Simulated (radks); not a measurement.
Values are calculated unless marked as measured or tabulated.
Species: the carbon ion C+. Configuration: [He] 2s2 2p1. Code: a radial shooting solver on a logarithmic mesh with Libxc functionals. Model: non-relativistic Kohn-Sham, PBE, spin-unpolarised, spherical densities, point nucleus; hard spherical wall at 8 bohr.

Local quantities along the radius. ELF = 1/(1 + alpha^2) is the electron localisation function; alpha = (tau - tau_W)/tau_unif compares the Pauli kinetic energy density with that of the uniform gas.

r (bohr),ELF,alpha
0.009348,1.000,0.0007916
0.0116,1.000,0.0008217
0.0144,1.000,0.0008609
0.01787,1.000,0.0009127
0.02236,1.000,0.0009851
0.02775,1.000,0.001081
0.03444,1.000,0.001214
0.04274,1.000,0.001406
0.05347,1.000,0.001706
0.06637,1.000,0.002161
0.08237,1.000,0.002912
0.1022,1.000,0.004242
0.1269,1.000,0.006803
0.1587,1.000,0.01258
0.197,0.999,0.02627
0.2445,0.996,0.06475
0.3034,0.965,0.1917
0.3796,0.670,0.7018
0.4712,0.148,2.404
0.5848,0.048,4.475
0.7257,0.131,2.572
0.908,0.610,0.8001
1.127,0.879,0.3702
1.399,0.921,0.2926
1.736,0.902,0.3294
2.172,0.805,0.4922
2.695,0.533,0.9366
3.345,0.159,2.298
4.151,0.018,7.352
5.194,0.001,32.75
6.446,0.000,184.8

On this mesh the ELF has minima near r = 0.58 bohr, which separate the shells, and maxima near 1.4 (0.92).
